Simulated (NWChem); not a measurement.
# BGeH5O3 (SMILES OB(O)[O][GeH3]): name the method

The species is BGeH5O3 (10 atoms), meant as a singlet with charge 0. SMILES: `OB(O)[O][GeH3]`. The shape is that of a PBE0-D4/def2-TZVP optimisation.

```xyz
10

O    -1.0314   -0.3564   -1.2011
B     0.3079   -0.1561   -0.9911
O     1.1690   -0.2529   -2.0518
O     0.7609    0.1335    0.2564
Ge   -0.3062    0.2757    1.6898
H    -1.2335   -0.5537   -2.1180
H     2.0771   -0.0938   -1.7861
H    -1.3102    1.4111    1.4514
H    -1.0103   -1.0678    1.9205
H     0.6597    0.6091    2.8330
```

A calculation with NWChem 7.3.0 gave:

- total energy: -2330.4572 Eh
- dipole moment: 0.25 D
- HOMO energy: -8.15 eV
- LUMO energy: 0.17 eV
- HOMO–LUMO gap: 8.32 eV
- largest force: 0.437 eV/Å

Question: Which of these levels gave the numbers?
A. B3LYP/6-31G* (Cartesian functions)
B. B3LYP/6-31G* (spherical functions)
C. BP86/STO-3G
D. HF/STO-3G

Answer: A. The others give -2303.4523 Eh (BP86/STO-3G), -2300.7528 Eh (HF/STO-3G), -2330.4476 Eh (B3LYP/6-31G* (spherical functions)).
